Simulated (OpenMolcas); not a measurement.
# F3+: Slater's ratio, worked from levels

```
Program             : OpenMolcas 26.06
Basis               : ANO-RCC-VQZP [5s4p3d2f1g]
Scalar Hamiltonian  : DKH2, point nucleus
Active space        : 4 electrons in 9 orbitals (RAS2 2s 2p; RAS3 3d, at most 2 electrons)
State averaging     : 2S+1 = 3 even, 3 roots; 2S+1 = 1 even, 6 roots; 2S+1 = 5 odd, 1 root; 2S+1 = 3 odd, 9 roots; 2S+1 = 1 odd, 8 roots
Spin-orbit coupling : RASSI with atomic mean-field integrals over the reference wave functions, term energies averaged over their components
```

Methods: RASSCF; SS-RASPT2, IPEA 0.25 Eh, imaginary shift 0.1 Eh (closed shells correlated: 1s). Measured levels: Moore, Atomic Energy Levels, vol. I, NSRDS-NBS 35 (1971 reprint of NBS Circular 467, 1949).

**Slater's ratio.** With one set of orbitals, p2 has 1D - 3P = 6 F2 and 1S - 1D = 9 F2 (F2 = F²/25), a ratio of 3/2. Term energies are centres of gravity, weighted by 2J + 1.

```
   Source  1D - 3P  1S - 3P  F2 from the first  Ratio
   RASSCF    26974    56817               4496  1.106
SS-RASPT2    25320    53778               4220  1.124
 measured    24825    53128               4138  1.140
```

Energies in cm-1. A ratio away from 3/2 shows effects beyond one configuration with one set of orbitals, and in heavier atoms second-order spin-orbit shifts.

Active for correlation alone: 3d; no level in the range computed is led by a configuration that fills it, so any true level of that kind is missing. Computed and measured levels are paired by configuration, term and J; levels that our copy of the source lacks, or whose pairing is in doubt (as where it misses far off the trend of its configuration), stay unpaired and out of the deviations. Only configurations of the active space appear.
